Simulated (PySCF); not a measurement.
Solvent effects on NMR parameters

Bonds (- single, = double, # triple, : aromatic): O1=S2, S2=O3, S2-C4, C4-C5, C5-C6, C6-C7, C7-C8, C8-S2. C4 carries H9, H10; C5 carries H11, H12; C6 carries H13, H14; C7 carries H15, H16; C8 carries H17, H18.

GIAO PBE0/pcSseg-1 in PySCF 2.14.0 with density-fitted response routines on one PBE0-D3(BJ)/def2-SVP conformer, non-relativistic, equivalent nuclei averaged. Solvents enter as an IEF-PCM continuum (chloroform with ε = 4.7, acetone with ε = 20.5) around the gas-phase geometry. Shifts are referred to CS2, TMS computed in the same medium.

Gas phase, δ in ppm: S2 292.6, C4/C8 56.9, C6 26.1, C5/C7 25.4, H9/H10/H17/H18 2.58, H11/H12/H15/H16 1.86, H13/H14 1.31. Dipole moment 5.06 D.

Question: How does each δ change in the continuum?

Answer: 
```tsv
atoms	environment	Δδ, chloroform	Δδ, acetone
S2	sulfone sulfur	+6.8	+9.1
C4/C8	sp3 CH2 bonded to S	+1.1	+1.4
C6	sp3 CH2 in a ring	+0.1	0.0
C5/C7	sp3 CH2 in a ring	+0.9	+1.3
H9/H10/H17/H18	hydrogen on an sp3 CH2 bonded to S	+0.22	+0.30
H11/H12/H15/H16	hydrogen on an sp3 CH2 in a ring	+0.04	+0.05
H13/H14	hydrogen on an sp3 CH2 in a ring	+0.11	+0.15
```

Changes are relative to the gas phase. The dipole moment becomes 6.08 D in chloroform, 6.44 D in acetone.

Question: Which nuclei move most (in ppm), and what does the model miss?

Answer: S2 (sulfone sulfur, +9.1 ppm) in acetone. A continuum only polarises the solute; specific hydrogen bonds, the anisotropy of aromatic solvents and changes of geometry or conformer are outside it.
